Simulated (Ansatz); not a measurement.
Gas-phase electronic energies from Ansatz, PBE0-D4/def2-TZVP geometries. CBS: MP2 limit from def2 TZ/QZ plus the TZ coupled-cluster correction, frozen cores. DFT in def2-TZVPP. For Br outer-core shells are correlated without core-valence functions, which leaves a few kJ/mol of doubt a bond. Scalar relativity is left out up to krypton. Each species was taken in one conformer, which may not be the lowest.

`C=CO[SiH2]Br` + `C#COC(C)F` → `C#CO[SiH2]Br` + `C=COC(C)F`  (formal exchange of groups at the Si–O bond)

```json
{"level": "PBE-D4", "ΔE (kJ/mol)": "-9.4"}
{"level": "ωB97M-V", "ΔE (kJ/mol)": "-11.0"}
{"level": "PBE0", "ΔE (kJ/mol)": "-10.0"}
{"level": "SCS-MP2/def2-QZVPP", "ΔE (kJ/mol)": "-11.0"}
```

Problem. What does CCSD(T)/CBS give? (Estimate.)

Solution. Computed: -11.8 kJ/mol. The listed levels differ from it by 2.4, 0.8, 1.8, 0.8 kJ/mol.

Largest T1 diagnostic among the species: 0.012.

In def2-TZVPP, CCSD(T) changes the Hartree–Fock value by −4.3 kJ/mol (the triples alone add −0.3 kJ/mol) and MP2 by −4.8 kJ/mol.

CCSD(T)/CBS has its own doubt, a few kJ/mol and more with outer-core shells, so smaller differences from it don't rank the levels.
